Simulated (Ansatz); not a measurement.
This geometry of C2H3ClOSi (8 atoms, charge 0, multiplicity 1) is a first-order saddle point.

Theory: RKS PBE/6-31G* (Ansatz).

```xyz
8
Properties=species:S:1:pos:R:3
O 1.519 0.987 0.993
C 0.460 0.412 0.352
C -0.844 0.170 0.631
Si -0.412 -0.313 -1.079
Cl -0.233 -2.317 -1.646
H 1.993 0.294 1.497
H -1.512 0.295 1.491
H -0.880 0.416 -2.295
```

**Question.** Which two structures does it join? (They come from a converged band through this point; their orientation in space is the band's.)

**Answer.** No bond is made or broken. The dihedral H6–O1–C2–C3 goes from 2 to -179°.

Image 0:

```xyz
8
Properties=species:S:1:pos:R:3
O 1.706 0.711 0.836
C 0.554 0.294 0.284
C -0.740 0.060 0.646
Si -0.439 -0.329 -1.100
Cl -0.287 -2.281 -1.819
H 1.549 0.872 1.795
H -1.346 0.124 1.556
H -0.905 0.493 -2.255
```

Image 10:

```xyz
8
Properties=species:S:1:pos:R:3
O 1.365 0.713 1.350
C 0.383 0.297 0.524
C -0.941 0.035 0.693
Si -0.408 -0.295 -1.006
Cl -0.112 -2.219 -1.762
H 2.186 0.794 0.823
H -1.663 0.063 1.513
H -0.718 0.556 -2.191
```

**Question.** How far does it lie above each of them?

**Answer.** 7.4 kcal/mol above the first and 8.4 kcal/mol above the second. This is the barrier of this one path; another mechanism may lie lower.

Run time: 5 min on 1 thread of Arm Neoverse V1, on a shared host, peak memory 0.13 GiB.
